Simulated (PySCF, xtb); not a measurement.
AlO, SMILES [Al]=[O], multiplicity 2.

Harmonic wavenumbers (cm⁻¹) from GFN2-xTB run with xtb 6.7.1 at its own minimum, in rising order: 1109.

Task: What does PBE-D3(BJ)/def2-TZVPD (PySCF) give at its own minimum? (The exact figures need the calculation; the answer reports its results.)

Result: 957. Paired by order, the mean absolute difference is 151 cm⁻¹ and the zero-point energies are 1.6 and 1.4 kcal/mol.
